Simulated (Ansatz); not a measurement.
`O[Si@H](Cl)[Si@H](F)Cl` and `O[SiH2][SiH](F)Cl` differ in one atom or group.

Ansatz, PBE0-D4/def2-TZVP geometries, multiplicity 1. Each molecule was computed in one conformer, which needn't be the lowest.

| property | `O[Si@H](Cl)[Si@H](F)Cl` |
| --- | --- |
| HOMO energy (PBE/def2-TZVPP) / eV | -6.91 |
| size of the dipole moment (PBE/def2-TZVPP) / D | 0.23 |
| HOMO energy (B3LYP/def2-TZVPP) / eV | -7.99 |
| HOMO energy (ωB97M-V/def2-TZVPP) / eV | -10.23 |
| HOMO–LUMO gap (PBE/def2-TZVPP) / eV | 4.92 |
| HOMO–LUMO gap (PBE0/def2-TZVPP) / eV | 7.02 |

Task: Give the same properties after the change, and the shifts. (An estimate is asked.)

Result: The calculation gave: 
```tsv
property	`O[SiH2][SiH](F)Cl`	shift
HOMO energy (PBE/def2-TZVPP) / eV	-6.81	0.10
size of the dipole moment (PBE/def2-TZVPP) / D	0.73	0.50
HOMO energy (B3LYP/def2-TZVPP) / eV	-7.90	0.09
HOMO energy (ωB97M-V/def2-TZVPP) / eV	-10.16	0.07
HOMO–LUMO gap (PBE/def2-TZVPP) / eV	4.91	-0.01
HOMO–LUMO gap (PBE0/def2-TZVPP) / eV	7.03	0.01
```

Dipoles are sizes alone; their direction can turn.

B3LYP here is the variant with VWN-RPA as its local correlation; programs differ in this.
